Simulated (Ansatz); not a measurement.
Job for Ansatz (an electronic-structure program): R-PBE/def2-TZVPP on silylphosphine (SMILES [SiH3]P), a point of a torsion scan.

Ansatz 0.2 input:
```yaml
crystal:
  periodic: [false, false, false]
  atoms:
    - {symbol: Si, position_ang: [-0.83067347, 0.05651455, -0.03381056]}
    - {symbol: P, position_ang: [1.40372591, -0.03769477, -0.02850780]}
    - {symbol: H, position_ang: [-1.44335378, -0.89952187, -0.95926053]}
    - {symbol: H, position_ang: [-1.20831332, 1.41723783, -0.41242935]}
    - {symbol: H, position_ang: [-1.26505689, -0.24630058, 1.32909690]}
    - {symbol: H, position_ang: [1.55302440, 0.27151271, -1.36831422]}
    - {symbol: H, position_ang: [1.48941256, -1.39639308, -0.26913050]}
basis:
  gaussian:
    orbitals: def2-TZVPP
hamiltonian:
  xc: {name: PBE}
scf: {lower_state_search: off}
```

It printed:

```
WARN ansatz: RAYON_NUM_THREADS=1 ignored (pool sized by the plan → 1); use --threads N
Functional definition: PBE
these checks for a lower state are left out or cut short: stability, starts, cluster_reference, orbital_swaps, neighbouring_geometries, increment
integrals: 0.06 GiB planned
870 factors; their error is unknown
mean field: 0.46 GiB planned
mean field evaluation 1: about -17237.9136 eV, gradient 2.0e1 eV
mean field evaluation 2: about -17238.5755 eV, gradient 1.7e1 eV
mean field evaluation 4: about -17239.4491 eV, gradient 9.2e-1 eV
mean field evaluation 8: about -17239.4244 eV, gradient 2.1e-1 eV
mean field evaluation 16: about -17239.4245 eV, gradient 5.0e-6 eV
mean field -17239.42446492 eV, -633.5371637841 hartree, gradient 5.0e-6 eV, S^2 0.000000; 0 other end points of the search recorded, 0 dependent functions left out
reference -17239.42450399 eV, -633.5371652198 hartree; 17, 17 occupied and 137, 137 virtual orbitals, 870 factors
Total energy: -17239.42450399 eV, -633.5371652198 hartree
Checks for a lower state left out: stability, starts, cluster_reference, orbital_swaps, neighbouring_geometries, increment
```

The calculation finished and met its thresholds.

Cost: around 1.6 core-seconds (rough).
